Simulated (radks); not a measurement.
Values are calculated unless marked as measured or tabulated.
The potassium anion K-, [Ar] 4s2, held by a Watson sphere: a shell of charge +1 at radius R that stands for the Madelung well of a crystal (potential energy -1/R inside, -1/r outside, in hartree with lengths in bohr). Code: a radial shooting solver on a logarithmic mesh with Libxc functionals. Model: non-relativistic Kohn-Sham, LDA (Slater exchange, Perdew-Wang correlation), spin-polarised, spherical densities, point nucleus. Response by self-consistent Sternheimer equations with the Hartree and adiabatic LDA kernel. The sphere does not respond.

| R (bohr) | e(3s) (eV) | e(3p) (eV) | e(4s) (eV) | <r> 4s (bohr) | sum of <r^2> (bohr^2) | X-ray form factor at sin(theta)/lambda = 0.1 1/angstrom | alpha (bohr^3) |
|---|---|---|---|---|---|---|---|
| 2.24 | -38.282 | -22.297 | -3.700 | 4.169 | 59.65 | 17.072 | 169.3 |
| 3.01 | -36.212 | -20.271 | -3.597 | 4.312 | 62.61 | 16.997 | 187.6 |
| 3.51 | -35.424 | -19.477 | -3.476 | 4.455 | 65.41 | 16.946 | 209.8 |
| 3.79 | -35.106 | -19.154 | -3.396 | 4.545 | 67.19 | 16.918 | 225.2 |
| 4.33 | -34.663 | -18.701 | -3.230 | 4.724 | 70.90 | 16.867 | 260.0 |
| 4.39 | -34.624 | -18.661 | -3.211 | 4.744 | 71.33 | 16.862 | 264.3 |
